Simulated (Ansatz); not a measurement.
H2FNSi, SMILES `N[Si]F` (excited triplet) (charge 0, multiplicity 3). This triplet is an excited state, 2.76 eV above the relaxed singlet at the level frozen-core CCSD(T)/cc-pVTZ // PBE0-D3(BJ)/def2-TZVP (Ansatz, a program for electronic structure).

Z-matrix (Å, degrees):
```
N
H 1 1.0077
H 1 1.0078 2 112.48
Si 1 1.7059 2 121.25 3 -155.20
F 4 1.6123 1 118.18 2 -103.48
```
Charge 0, spin multiplicity 3.

Frozen-core energies in 6-31g from Ansatz at a geometry from PBE0-D3(BJ)/def2-TZVP; the HF reference has <S^2> = 2.01 and the T1 diagnostic is 0.018.

| level | energy (Ha) | difference from CCSDT(Q) (mHa) |
|---|---|---|
| HF | -443.86841 | 281.01 |
| MP2 | -444.13210 | 17.31 |
| CCSD | -444.14358 | 5.84 |
| CCSD(T) | -444.14810 | 1.31 |
| CCSDT | -444.14856 | 0.85 |
| CCSDT(Q) | -444.14941 | 0.00 |
